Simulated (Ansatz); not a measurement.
A run for Ansatz (a program for electronic structure): R-B3LYP/def2-TZVPPD on H7PSi (a complex), monomers drawn apart or pushed together. Files ending in .json are basis or fitting sets from the Basis Set Exchange.

Ansatz 0.2 input:
```yaml
crystal:
  periodic: [false, false, false]
  atoms:
    - {symbol: Si, position_ang: [-0.22715473, -0.01711905, 0.00445102]}
    - {symbol: H, position_ang: [-0.54673780, 1.34543988, 0.48454813]}
    - {symbol: H, position_ang: [-1.15566798, -0.98985786, 0.62142424]}
    - {symbol: H, position_ang: [1.16441058, -0.35825056, 0.37385341]}
    - {symbol: H, position_ang: [-0.37105497, -0.06596733, -1.46884053]}
    - {symbol: P, position_ang: [0.22754634, 0.13810324, 4.71377253]}
    - {symbol: H, position_ang: [0.93393506, 1.00246116, 3.83896788]}
    - {symbol: H, position_ang: [0.52162753, -1.01692142, 3.94496112]}
    - {symbol: H, position_ang: [-1.01358939, 0.35727088, 4.06352056]}
basis:
  gaussian:
    orbitals: def2-TZVPPD.json
hamiltonian:
  xc: {name: B3LYP}
scf: {lower_state_search: off}
```

It printed:

```
WARN ansatz: RAYON_NUM_THREADS=1 ignored (pool sized by the plan → 1); use --threads N
Functional definition: B3LYP
these checks for a lower state are left out or cut short: stability, starts, cluster_reference, orbital_swaps, neighbouring_geometries, increment
integrals: 0.11 GiB planned
1063 factors; their error is unknown
mean field: 0.97 GiB planned
mean field evaluation 1: about -17280.8204 eV, gradient 1.7e1 eV
mean field evaluation 2: about -17281.4464 eV, gradient 1.2e1 eV
mean field evaluation 4: about -17281.7918 eV, gradient 3.9e-1 eV
mean field evaluation 8: about -17281.8109 eV, gradient 7.1e-3 eV
mean field evaluation 16: about -17281.8109 eV, gradient 1.0e-6 eV
mean field -17281.81087393 eV, -635.0948355849 hartree, gradient 1.0e-6 eV, S^2 0.000000; 0 other end points of the search recorded, 0 dependent functions left out
reference -17281.81117216 eV, -635.0948465446 hartree; 18, 18 occupied and 197, 197 virtual orbitals, 1063 factors
Total energy: -17281.81117216 eV, -635.0948465446 hartree
Checks for a lower state left out: stability, starts, cluster_reference, orbital_swaps, neighbouring_geometries, increment
```

The run converged.

Cost: roughly 3 core-seconds.
